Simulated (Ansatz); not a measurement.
`CC[SiH2][TeH]` + `N[SiH](O)O` → `N[Si](O)(O)[TeH]` + `CC[SiH3]`  (formal exchange of groups at a Te–Si bond)

Isolated molecules relaxed with PBE0-D4/def2-TZVP in Ansatz; ΔE leaves out vibrations. CBS: MP2 limit from def2 TZ/QZ plus the TZ coupled-cluster correction, frozen cores. This one scheme is used for every species. Functionals use def2-TZVPP. def2 core potentials past Kr. For Te outer-core shells are correlated without core-valence functions, which leaves a few kJ/mol of doubt a bond. One conformer a species, not always the lowest.

```tsv
level	ΔE (kJ/mol)
ωB97X-V	-1.9
r2SCAN	-3.1
MP2/def2-TZVPP	1.7
SCS-MP2/def2-TZVPP	1.7
```

What does CCSD(T)/CBS give? (Estimate.)

Ansatz gave: +1.7 kJ/mol. The listed levels differ from it by -3.6, -4.8, 0.0, 0.0 kJ/mol.

Largest T1 diagnostic among the species: 0.011.
